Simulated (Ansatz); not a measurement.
Basis sets compared for TiSi₅. Charge 0, multiplicity 1. Geometry r2SCAN-D4/def2-SVP. Ansatz on 4 threads of Arm Neoverse V1 on a shared host; times are rough, and most runs start from earlier orbitals.

| atom | x (Å) | y (Å) | z (Å) |
| --- | --- | --- | --- |
| Ti1 | 0.4184 | 0.5737 | -1.7280 |
| Si2 | -1.2518 | -0.3316 | -0.0568 |
| Si3 | -0.0712 | -1.3913 | 1.7523 |
| Si4 | -0.8050 | 2.0050 | -0.1939 |
| Si5 | 0.8485 | -1.4524 | -0.5386 |
| Si6 | 0.8611 | 0.5966 | 0.7649 |

The structure comes from a short search, and lower isomers may exist.

Binding counts from free atoms (Ti triplet, Si triplet) in the same basis, without a counterpoise term.

```tsv
level	functions	energy (Eh)	HOMO (eV)	LUMO (eV)	binding per atom (eV)	wall time
PBE-D4/def2-SVP	121	-2295.4142	-4.62	-3.68	3.64	2.3 s
PBE-D4/def2-TZVP	230	-2296.0286	-4.59	-3.67	–	3.7 s
r2SCAN-D4/def2-TZVP (with forces)	230	-2296.7783	-4.76	-3.56	–	12 s
PBE0-D4/def2-SVP	121	-2295.5224	-5.67	-2.86	3.31	3.2 s
PBE0-D4/def2-TZVP	230	-2296.1317	-5.59	-2.80	3.36	8 s
```

Estimate the rows for PBE-D4/def2-TZVPD, r2SCAN-D4/def2-TZVPD, PBE0-D4/def2-TZVPD.


| level | functions | energy (Eh) | HOMO (eV) | LUMO (eV) | binding per atom (eV) | wall time |
| --- | --- | --- | --- | --- | --- | --- |
| PBE-D4/def2-TZVPD | 263 | -2296.0297 | -4.60 | -3.68 | – | 7 s |
| r2SCAN-D4/def2-TZVPD | 263 | -2296.7792 | -4.77 | -3.57 | – | 14 s |
| PBE0-D4/def2-TZVPD | 263 | -2296.1327 | -5.60 | -2.81 | 3.36 | 11 s |
